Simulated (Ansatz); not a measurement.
Reaction (ligand exchange at the Si–O bond): `F[Si](F)(Br)[O][InH2]` + H–F → `F[Si](F)(F)Br` + `[OH][InH2]`

Computed with Ansatz on PBE0-D4/def2-TZVP structures; ΔE is electronic, products minus reactants. CCSD(T)/CBS is the MP2 limit (def2-TZVPP, def2-QZVPP) plus CCSD(T) − MP2 in def2-TZVPP, frozen cores. This one scheme is used for every species. DFT in def2-TZVPP. HSE06 is defined as in plane-wave codes. def2 core potentials past Kr. For Br, In outer-core shells are correlated without core-valence functions, which leaves a few kJ/mol of doubt a bond. Scalar relativity is left out up to krypton. Each species was taken in one conformer, which may not be the lowest.

Problem. Is it downhill or uphill in electronic energy at CCSD(T)/CBS, and by how much? (An estimate is asked.)

Solution. The calculation gave: Uphill: ΔE = +15.5 kJ/mol.

Problem. What do these levels give: LDA (SPW92), PBE-D4, r2SCAN-D4, r2SCAN0-D4, ωB97M-V, PBE, HSE06, BHLYP, LC-ωPBE, CCSD/def2-SVP, HF/def2-QZVPP, MP2/def2-QZVPP? (An estimate is asked.)

Solution. Ansatz gave: LDA (SPW92) 4.0, PBE-D4 5.7, r2SCAN-D4 5.7, r2SCAN0-D4 12.4, ωB97M-V 10.6, PBE -1.1, HSE06 7.1, BHLYP 8.4, LC-ωPBE 7.7, CCSD/def2-SVP 23.2, HF/def2-QZVPP 12.8, MP2/def2-QZVPP 16.4 kJ/mol.

Largest T1 diagnostic among the species: 0.017.

Leaving LDA and LC-ωPBE aside and taking each functional with its dispersion term where it has one, the values, not all of them listed here, spread over 18.2 kJ/mol, from B97M-V to BHLYP-D4. LDA lies +5.1 kJ/mol from PBE without D4. The D4 term adds +11.1 kJ/mol with B3LYP and +6.2 kJ/mol with PBE0; it sums over pairs of atoms, weighted by their polarisabilities, and B3LYP, whose exchange is more repulsive, gets the larger term. From PBE to PBE0 (25 % exact exchange), in def2-TZVPP and without D4, ΔE moves by +7.9 kJ/mol.

B3LYP here is the variant with VWN-RPA as its local correlation; programs differ in this.
